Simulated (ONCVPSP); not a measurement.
palladium: variants of one ONCV potential

Base potential:

```json
{
 "Element": "Pd (Z = 46)",
 "Generator": "ONCVPSP 4.0.1",
 "Type": "optimised norm-conserving Vanderbilt (ONCV)",
 "Functional": "PW91",
 "Relativity": "scalar-relativistic",
 "Frozen core": "[Ar] 3d10",
 "Valence charge": "18",
 "Reference configuration": "4s2 4p6 4d10",
 "Partial waves": "4s: rc 1.10 bohr, ncon 3, nbas 6, qcut 7.1 1/bohr, 2 projectors, debl 1.1 Ha; 4p: rc 1.45 bohr, ncon 3, nbas 6, qcut 10.6 1/bohr, 2 projectors, debl 3.8 Ha; 4d: rc 1.40 bohr, ncon 3, nbas 6, qcut 7.6 1/bohr, 2 projectors, debl 2.3 Ha",
 "Local potential": "polynomial inside 0.90 bohr (lpopt 5, dvloc0 0 Ha)",
 "Core correction": "Teter function, fcfact 1.75, rcfact 1.5"
}
```

In the s channel the program set the typed energies aside and used -3.139, 0.250 Ha.

Cutoffs, loose and tight: the cutoffs (Ha) at which the residual kinetic energy of the hardest occupied pseudo-wave falls to 1 and 0.1 mHa per electron. They do not see the model core or the augmentation charge, which bear on the density cutoff. Test errors are all-electron minus pseudo excitation energies from the reference, over the configurations 4s2 4p6 4d9; 4s2 4p6 4d8; 4s2 4p6 4d7; 4s2 4p6 4d9 5s1. A dash means not determined; rows that change the core or the reference have their own tests. The largest error is taken over the tests solved by every variant that gives reliable tests at all: 4s2 4p6 4d8; 4s2 4p6 4d9; 4s2 4p6 4d9 5s1.

A true bound ghost makes a file unfit for plane-wave use even where its test errors are small: the radial tests pick states by their node count and pass the ghost by.

```csv
change,outcome,"cutoff, loose","cutoff, tight",bound ghosts,GHOST(+) flags above zero,largest test error (meV)
base,"generated, projector energies reset by the program",–,–,none,"s, d",-4.8
"all radii but the core radius scaled by about 0.78 (s 0.86, p 1.14, d 1.10 bohr); local potential polynomial inside 0.70 bohr (lpopt 5, dvloc0 0 Ha)","generated, projector energies reset by the program",103 Ha,163 Ha,s,p,-4.5
"all radii but the core radius scaled by about 0.89 (s 0.98, p 1.30, d 1.24 bohr); local potential polynomial inside 0.80 bohr (lpopt 5, dvloc0 0 Ha)","generated, projector energies reset by the program",–,–,none,s,-5.6
"all radii but the core radius scaled by about 0.96 (s 1.06, p 1.40, d 1.34 bohr); local potential polynomial inside 0.86 bohr (lpopt 5, dvloc0 0 Ha)","generated, projector energies reset by the program",–,–,none,s,-5.6
"all radii but the core radius scaled by about 1.06 (s 1.16, p 1.54, d 1.48 bohr); local potential polynomial inside 0.96 bohr (lpopt 5, dvloc0 0 Ha)","generated, projector energies reset by the program",43 Ha,101 Ha,none,s,-8.0
"all radii but the core radius scaled by about 1.12 (s 1.24, p 1.62, d 1.58 bohr); local potential polynomial inside 1.02 bohr (lpopt 5, dvloc0 0 Ha)","generated, projector energies reset by the program",26 Ha,69 Ha,none,s,-3.3
"all radii but the core radius scaled by about 1.23 (s 1.36, p 1.78, d 1.72 bohr); local potential polynomial inside 1.10 bohr (lpopt 5, dvloc0 0 Ha)","generated, projector energies reset by the program",23 Ha,45 Ha,none,s,-1.2
"all radii but the core radius scaled by about 1.33 (s 1.46, p 1.92, d 1.86 bohr); local potential polynomial inside 1.20 bohr (lpopt 5, dvloc0 0 Ha)","generated, projector energies reset by the program",22 Ha,25 Ha,none,s,+6.1
```

Reading the sweep of the scale of all radii but the core radius (base = 1) (base included, trends over the rows without a ghost): The loose cutoff falls from 43 Ha at 1.06 to 22 Ha at 1.33. A larger radius leaves more room for a smooth pseudo-wave, so fewer plane waves are needed; a smaller one forces it to follow the all-electron wave where it bends sharply. Bound ghosts are found at 0.78.
